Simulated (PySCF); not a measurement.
## Structure elucidation problem

An unknown has the formula C₇H₁₅P. Its calculated NMR data are:

¹H NMR (400 MHz, computed): δ 1.69 (m, 4H), 1.36 (m, 2H), 1.35 (m, 4H), 1.26 (m, 2H), 1.04 (m, 3H).

¹³C{¹H} NMR (computed): δ 32.4, 32.0 (2C), 31.1, 28.9 (2C), 12.6.

Calculated, not measured (PySCF 2.14.0 with density-fitted response routines): PBE0-D3(BJ)/def2-SVP structure, NMR shieldings at KT3/pcSseg-1/GIAO. Averaged over atoms made equivalent by symmetry, fast rotation or ring inversion, non-relativistic, one computed conformer, in vacuum.

Chemical shifts δ = σref − σ; ¹H (31.32 ppm), ¹³C (182.31 ppm) vs TMS, all at this level.

What is the structure?

## Answers


- 5 carbon signals for 7 carbons: some carbons are equivalent by symmetry or fast rotation.
- Carbon types of the structure: 6 × CH2, 1 × CH3, which accounts for all hydrogens.
- δC 32.4, 28.9: sp3 CH2 in a ring; a saturated carbon with 2 carbon neighbours and no heteroatom attached.
- δC 32.0, 31.1: sp3 CH2 bonded to P.
- δC 12.6: methyl carbon; a saturated carbon with 1 carbon neighbour and no heteroatom attached.
- δH 1.69, 1.36: hydrogen on an sp3 CH2 in a ring.
- δH 1.35, 1.26: hydrogen on an sp3 CH2 bonded to P.
- δH 1.04: hydrogen on a methyl carbon.

These data were computed for `CCP1CCCCC1`.

This is the structure that produced the data.

Splittings by ³¹P in the carbon and heteronuclear signals aren't shown, as no couplings were computed. Shifts are as computed, not scaled to solution data. Of 1211 compounds with measured shifts, 218 miss one by over three times the rms of a fit or turn the order of signals round; such compounds aren't used in these exercises. Multiplicities follow the n + 1 count of equivalent neighbours, as no J values were calculated; m marks all less simple cases, F and P coupling included.
